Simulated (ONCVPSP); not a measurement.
## strontium (Sr): one change to an ONCV potential, before and after

* Element: Sr
* Generator: ONCVPSP 4.0.1
* Type: optimised norm-conserving Vanderbilt (ONCV)
* Functional: PBE
* Relativity: scalar-relativistic
* Frozen core: [Ar] 3d10
* Valence charge: 10
* Reference configuration: 4s2 4p6 5s1.75 5p0.25
* Partial waves: 4s+5s: rc 2.00 bohr, ncon 4, nbas 8, qcut 6.6 1/bohr, 2 projectors; 4p+5p: rc 2.25 bohr, ncon 4, nbas 8, qcut 5.4 1/bohr, 3 projectors, debl 0.5 Ha; d scattering state at 0.18 Ha: rc 1.95 bohr, ncon 4, nbas 7, qcut 5.1 1/bohr, local; f scattering state at 0.4 Ha: rc 1.95 bohr, ncon 3, nbas 6, qcut 6.6 1/bohr, 3 projectors, debl 3.2 Ha
* Local potential: the d channel
* Core correction: none

In the d channel the program set the typed energies aside and used 0.050 Ha.

All-electron outer shells of the reference configuration (PBE, scalar-relativistic, ld1.x):

```
shell  level (eV)  outermost node (bohr)  outermost maximum (bohr)
   3d     -128.36                      –                      0.38
   4s      -41.24                   0.59                      1.19
   4p      -23.16                   0.61                      1.33
   5s       -3.70                   1.65                      3.67
   5p       -1.43                   1.96                      4.83
```

Change: s: qcut 5.

Cutoffs: the cutoffs (Ha) at which the residual kinetic energy of the hardest occupied pseudo-wave falls to 1 and 0.1 mHa per electron; they do not see the model core or the augmentation charge, which bear on the density cutoff. Errors are all-electron minus pseudo energies relative to the spin-unpolarised reference configuration.

Problem. Predict the effect on cutoff, ghosts and configuration errors.

Solution. The potential gets softer (14 Ha and 17 Ha → 10 Ha and 13 Ha); the bound ghost in s disappears; of the 4 tests that both files solve, the error grows in 2 and shrinks in 0 by more than 15 % and 0.3 meV (median size 0.8 → 1.0 meV); the range in which the s phases agree widens (upper end 1.1 → at the end of the scan). The waves are optimised to have the least kinetic energy above qcut, so the cutoff follows it (qcut²/2 in Ha).

```tsv
quantity	base	changed
cutoff, loose	14 Ha	10 Ha
cutoff, tight	17 Ha	13 Ha
loose cutoff by channel	s 14 Ha, p 7.9 Ha	s 10 Ha, p 7.9 Ha
bound ghosts	s	none
GHOST(+) flags under 300 eV	none	s at 222.5 eV
error for 4s2 4p6 5s2 5p0, meV [ΔE -0.56 eV]	0.0	0.0
error for 4s2 4p6 5s1 5p0, meV [ΔE 5.32 eV]	-0.4	-0.4
error for 4s2 4p6 5s0 5p0, meV [ΔE 16.33 eV]	-1.2	-1.5
error for 4s1 4p6 5s2 5p0, meV [ΔE 46.46 eV]	-38	-80
s: phases at 2.03 bohr within 0.05 rad from the reference energy up to (Ha; the scan ends near 5)	1.1	to the end of the scan
p: phases at 2.29 bohr within 0.05 rad from the reference energy up to (Ha; the scan ends near 5)	to the end of the scan	to the end of the scan
d: phases at 1.98 bohr within 0.05 rad from the reference energy up to (Ha; the scan ends near 5)	3.3	3.3
f: phases at 1.98 bohr within 0.05 rad from the reference energy up to (Ha; the scan ends near 5)	to the end of the scan	to the end of the scan
```

Base: The cutoffs count occupied waves only; projector 3 of the f channel, the hardest unoccupied one, needs 50 Ha at the loose tolerance. Changed file: The cutoffs count occupied waves only; projector 3 of the f channel, the hardest unoccupied one, needs 50 Ha at the loose tolerance. A true bound ghost makes a file unfit for plane-wave use even where its test errors are small: the radial tests pick states by their node count and pass the ghost by.
